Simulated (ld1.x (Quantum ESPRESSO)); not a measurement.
Ranking TM potentials for Bi (Z = 83)

All share these settings but for the change named:

```json
{"Element": "bismuth", "Generator": "ld1.x (Quantum ESPRESSO) 7.5", "Type": "norm-conserving Troullier–Martins (Kleinman–Bylander form)", "Functional": "PBEsol", "Relativity": "fully relativistic", "Frozen core": "[Xe] 4f14", "Valence charge": "15", "Reference configuration": "5d10 6s2 6p2 (charge +1)", "Partial waves": "6p (bound): rc 2.40 bohr; 5d (bound): rc 1.25 bohr; 6s (bound): rc 1.85 bohr", "Local potential": "the s channel", "Core correction": "Bessel-smoothed model core inside 1.20 bohr"}
```

Open shells are filled in proportion to 2j + 1 (rel_dist='average').

Cutoff: the first of the cutoffs (Ry, on a coarse ladder) from which the occupation-weighted sum of valence levels, in a spherical-Bessel basis at the reference potential, stays within 10 and 1 mRy of its value at 400 Ry; the density cutoff is not measured.

The base gives 90 Ry.

Of 10 variants that were run, those that failed, showed a ghost or another fault, or gave nearly equal values are left out.

A variant can come out equal or close to the base.

Problem. Rank these variants from softest to hardest (loose cutoff).
A. core [Xe] 4f14 5d10, valence charge 5; reference 6s2 6p3; waves now 6p (bound): rc 2.35 bohr; 6s (bound): rc 1.65 bohr; core correction a·sin(br)/r model core inside 1.55 bohr
B. functional LDA (PZ)
C. all radii but the core radius scaled by about 1.38 (s 2.56, p 3.32, d 1.72 bohr)

Solution. A (30 Ry), C (60 Ry), B (90 Ry).
